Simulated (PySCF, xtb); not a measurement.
Sb(Me)2 (C2H6Sb), SMILES [CH3][Sb+][CH3] (connectivity only; charge and spin as stated), charge +1, multiplicity 1.

GFN2-xTB (xtb) at its own geometry gives an orbital gap of 2.06 eV.

Geometry optimised at B3LYP-D3(BJ)/def2-SVP. The multiplicity is an assumed one; other spin states were not compared. The isomer is the one that the SMILES or the coordinates give; other isomers of the formula were not compared. The def2 effective core potentials stand for the cores of Sb; spin–orbit coupling is left out.

Problem. What does CAM-B3LYP/def2-TZVPD (PySCF) give? (Estimate from the structure and the level; the computed values follow.)

Solution. gap 5.91 eV (levels -14.44 and -8.53 eV).
